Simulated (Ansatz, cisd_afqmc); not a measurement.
Species: C2H3F3, charge 0, singlet. C2H3F3 (1,1,1-trifluoroethane, SMILES CC(F)(F)F).
B3LYP-D3(BJ)/def2-TZVP minimum from Ansatz (an electronic-structure program):
```xyz
8

C      1.4528    -0.2629     0.0397
C     -0.0242     0.0044    -0.0007
F     -0.6487    -0.7640    -0.9188
F     -0.2935     1.2903    -0.3127
F     -0.6123    -0.2450     1.1891
H      1.6222    -1.3074     0.2939
H      1.9133     0.3760     0.7906
H      1.8835    -0.0493    -0.9367
```
Charge 0, spin multiplicity 1.

Total energies in cc-pVTZ, 32 correlated electrons, 5 frozen orbitals. UHF or UKS for unpaired electrons; spin-orbit terms are left out. Cores are frozen in correlated methods. No relativity. The Monte Carlo rows (phaseless AFQMC, CISD trial, step 0.005/hartree) carry one-sigma bars that omit the constraint's bias. Outlying blocks are dropped, and bars are widened where a walk drifts. Over all cases where full CI ran beside it in this data, AFQMC minus full CI had a median of +0.1 mEh and passed +0.4 mEh in a tenth of the cases.

```json
[
 {"method": "HF", "program": "Ansatz", "energy (Eh)": "-375.96585", "minus AFQMC/CISD (mEh)": "1138.2 ± 0.4"},
 {"method": "MP2", "program": "Ansatz", "energy (Eh)": "-377.05184", "minus AFQMC/CISD (mEh)": "52.2 ± 0.4"},
 {"method": "CCSD", "program": "Ansatz", "energy (Eh)": "-377.06734", "minus AFQMC/CISD (mEh)": "36.7 ± 0.4"},
 {"method": "CCSD(T)", "program": "Ansatz", "energy (Eh)": "-377.10338", "minus AFQMC/CISD (mEh)": "0.7 ± 0.4"},
 {"method": "AFQMC/CISD", "program": "cisd_afqmc", "energy (Eh)": "-377.1041 ± 0.0004", "minus AFQMC/CISD (mEh)": "0.0"}
]
```
